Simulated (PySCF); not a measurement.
A run for PySCF: U-B3LYP/LANL2DZ on H4Sn (SMILES [SnH4]), a point of a bond scan (R = 3.417 Å).

```python
from pyscf import gto, scf, dft, mp
from pyscf.data.elements import chemcore

mol = gto.M(
    atom='''
    Sn   -0.00000000   -0.00000000   -0.00000000
    H     2.60331444    1.39989802   -1.71443758
    H     0.60242146   -0.85906066    1.34839436
    H    -1.05716935    1.23097093    0.53494647
    H    -0.84690933   -1.07185928   -1.02612204
    ''',
    basis='lanl2dz',
    ecp={'Sn': 'lanl2dz'},
    charge=0, spin=0, verbose=3, max_memory=1800)
mf = dft.UKS(mol, xc='b3lyp')
mf.conv_tol = 1e-8
mf.max_cycle = 100
mf.init_guess_breaksym = True
mf.kernel()
if not mf.converged:
    mf = mf.newton().run(mf.mo_coeff, mf.mo_occ)
for _ in range(4):
    mo, _, stable, _ = mf.stability(return_status=True)
    if stable:
        break
    mf.kernel(mf.make_rdm1(mo, mf.mo_occ))
```

Program output:

```
converged SCF energy = -5.59909668005339  <S^2> = 1.5294432e-12  2S+1 = 1
<class 'pyscf.dft.uks.UKS'> wavefunction is stable in the internal stability analysis
```

Self-consistency was reached.

Cost: roughly 4 core-seconds.
